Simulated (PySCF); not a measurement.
# Reading the logs of faulty runs: BH4O2Si anion

All numbers below are calculated, not measured. They come from PySCF 2.14.0, an open-source quantum chemistry program, on an isolated molecule that a program drew, which may never have been made. The molecule is BH4O2Si anion (charge -1, singlet), drawn as the SMILES string `[O-]BO[SiH3]`.

Each row is a Hartree-Fock (HF) and frozen-core CCSD(T) single point in the aug-cc-pV(D+d)Z basis, meant for a local HF minimum. Run 1 is clean. Each other run has one planted mistake out of seven kinds, and not every kind appears here: one electron removed, one electron added, multiplicity raised by two, geometry at a saddle point, minimal basis STO-3G, one bond length entered in bohr, all coordinates scaled. The reference is restricted for singlets and unrestricted otherwise, and also for a bond in bohr. Adding or removing an electron swaps singlet and doublet. Electrons count all cores. HOMO and LUMO are orbital energies over both spins, the gradient is its largest component, and the lowest frequency (negative if imaginary) is given only where the gradient is small. Bond lengths are over the 7 bonds as drawn. T1 is the CCSD diagnostic: over 0.02 (restricted) or 0.045 (unrestricted) a single reference is doubtful.

Geometry of the clean run:
```xyz
8
BH4O2Si anion, angstrom
O     1.7208    1.2636    1.2224
B     1.3835    0.3722    0.3944
O     2.2611   -0.1726   -0.6502
Si    1.8960   -1.3043   -1.7323
H     0.2652   -0.1845    0.3284
H     3.0795   -1.5581   -2.6040
H     0.7759   -0.9346   -2.6464
H     1.5268   -2.6214   -1.1358
```

| run | electrons | basis functions | <S^2> | HOMO (eV) | LUMO (eV) | gradient (hartree/bohr) | lowest frequency (cm^-1) | mean bond (Å) | longest bond (Å) | T1 | HF (hartree) | CCSD(T) (hartree) | mistake |
|---|---|---|---|---|---|---|---|---|---|---|---|---|---|
| 1 | 40 | 137 | 0.000 | -4.93 | 3.48 | 5.7e-06 | 95 | 1.4381 | 1.608 | 0.0180 | -465.83378 | -466.49277 | no fault |
| 2 | 40 | 28 | 0.000 | 0.71 | 18.72 | 3.2e-02 | - | 1.4381 | 1.608 | 0.0167 | -459.92363 | -460.14222 | minimal basis STO-3G |
| 3 | 40 | 137 | 0.000 | -4.98 | 3.47 | 2.3e-02 | - | 1.4654 | 1.638 | 0.0186 | -465.83084 | -466.49445 | all coordinates scaled |
| 4 | 40 | 137 | 0.979 | -4.66 | 3.29 | 8.0e-03 | - | 1.6424 | 3.038 | 0.0314 | -465.69929 | -466.32278 | one bond length entered in bohr |
| 5 | 39 | 137 | 0.762 | -12.45 | 0.29 | 1.2e-01 | - | 1.4381 | 1.608 | 0.0270 | -465.76359 | -466.36245 | ? |

**Which mistake was planted in run 5, and what did it cost?**

It counts 39 electrons, one fewer than the clean run, at the same geometry and basis. So the mistake is: one electron removed. Subtracting run 1 and multiplying by 627.51 kcal/mol a hartree, the energy moved by 44.0 kcal/mol in HF and 81.8 kcal/mol in CCSD(T).

Cautions from the logs. Run 2: the HOMO is above zero, so the electron isn't bound and the energy depends on the basis.
